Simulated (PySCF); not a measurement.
## Tl: ionisation energy

Tl [Xe] 4f14 5d10 6s2 6p1 (2P) → Tl⁺ [Xe] 4f14 5d10 6s2 (1S), as a difference of total energies. Calculation: PySCF 2.14, in aug-cc-pwCVTZ-DK3 (11s10p8d5f1g, 125 functions); the spin-free X2C one-electron Hamiltonian (Gaussian nucleus). Correlated levels: valence: [Xe] 4f14 5d10 frozen. The calculations carry no spin-orbit coupling.

| method | ionisation energy (eV) |
| --- | --- |
| UHF | 4.997 |
| MP2 (valence) | 5.177 |
| SCS-MP2 (valence) | 5.159 |
| CCSD (valence) | 5.221 |
| CCSD(T) (valence) | 5.236 |

Q: How much does correlation contribute at CCSD(T) (valence)?

A: 5.236 − (4.997) = 0.239 eV, measured against UHF.

Errors of the correlated levels include the incompleteness of this basis and the frozen core.

For comparison: 5.464 eV (measured; NIST levels, between the centres of gravity of the two terms).
